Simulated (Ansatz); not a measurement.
Consider the cleavage of the Si–Si bond: `C[SiH2][SiH2]CF` + H₂Se → `FC[SiH2][SeH]` + `C[SiH3]`.

Calculated with Ansatz (gas phase, PBE0-D4/def2-TZVP geometries, no zero-point term in ΔE). CCSD(T)/CBS is the MP2 limit (def2-TZVPP, def2-QZVPP) plus CCSD(T) − MP2 in def2-TZVPP, frozen cores. This one scheme is used for every species. Functionals use def2-TZVPP. B3LYP here is the variant with VWN-RPA as its local correlation; programs differ in this. HSE06 is defined as in plane-wave codes. For Se outer-core shells are correlated without core-valence functions, which leaves a few kJ/mol of doubt a bond. Scalar relativity is left out up to krypton. One conformer a species, not always the lowest.

`C[SiH2][SiH2]CF`:

```xyz
14

C    -0.340    0.466   -1.980
Si    1.135    0.462   -0.820
Si    0.426    0.283    1.406
C    -0.965   -1.012    1.512
F    -0.599   -2.170    0.827
H    -0.015    0.554   -3.019
H    -1.011    1.300   -1.762
H    -0.904   -0.464   -1.877
H     2.036   -0.681   -1.133
H     1.927    1.715   -0.976
H     1.543   -0.101    2.313
H    -0.154    1.565    1.904
H    -1.193   -1.289    2.546
H    -1.885   -0.628    1.058
```

H₂Se:

Cartesian coordinates in Å:
```
Se -0.610 -0.269 0.156
H 0.010 1.047 0.345
H 0.599 -0.778 -0.501
```

`FC[SiH2][SeH]`:

Z-matrix (Å, degrees):
```
C
Si 1 1.894
F 1 1.386 2 111.2
H 1 1.096 2 111.2 3 -120.9
H 1 1.097 2 109.9 3 119.9
Se 2 2.274 1 113.2 3 62.0
H 2 1.483 1 109.9 3 -55.2
H 2 1.487 1 106.9 3 -175.4
H 6 1.469 2 92.9 1 70.4
```

`C[SiH3]`:

Z-matrix (Å, degrees):
```
C
Si 1 1.871
H 1 1.092 2 110.8
H 1 1.092 2 110.8 3 -120.0
H 1 1.092 2 110.8 3 120.0
H 2 1.488 1 110.7 3 -179.9
H 2 1.488 1 110.7 3 -59.9
H 2 1.488 1 110.7 3 60.1
```

Q: Is it downhill or uphill in electronic energy at CCSD(T)/CBS, and by how much? (Estimate.)

A: Ansatz gave: Downhill: ΔE = -15.1 kcal/mol.

Q: What do these levels give: B97M-V, PBE0-D4, B3LYP-D4, r2SCAN0-D4, PBE, B3LYP, HSE06, BHLYP, CAM-B3LYP, LC-ωPBE, CCSD(T)/def2-SVP, SCS-MP2/def2-QZVPP? (Estimate.)

A: Computed: B97M-V -13.1, PBE0-D4 -13.1, B3LYP-D4 -14.0, r2SCAN0-D4 -14.7, PBE -12.7, B3LYP -14.8, HSE06 -13.7, BHLYP -15.9, CAM-B3LYP -14.8, LC-ωPBE -13.9, CCSD(T)/def2-SVP -12.4, SCS-MP2/def2-QZVPP -16.8 kcal/mol.

Q: What do rigid-rotor, harmonic-oscillator terms from PBE0-D4/def2-TZVP frequencies (298.15 K, 1 bar) make of the CCSD(T)/CBS value? (Best estimate.)

A: The calculation gave: ΔZPE = +1.0 kcal/mol, ΔH = -14.6 kcal/mol, ΔS = -6 J/(mol·K), ΔG = -14.2 kcal/mol. Modes under 50 cm⁻¹ make the entropy rough.

Largest T1 diagnostic among the species: 0.012.

Leaving LDA and LC-ωPBE aside and taking each functional with its dispersion term where it has one, the values, not all of them listed here, spread over 3.3 kcal/mol, from B2PLYP to PBE-D4. In def2-TZVPP, CCSD(T) changes the Hartree–Fock value by +3.4 kcal/mol (the triples alone add +0.3 kcal/mol) and MP2 by +1.1 kcal/mol.
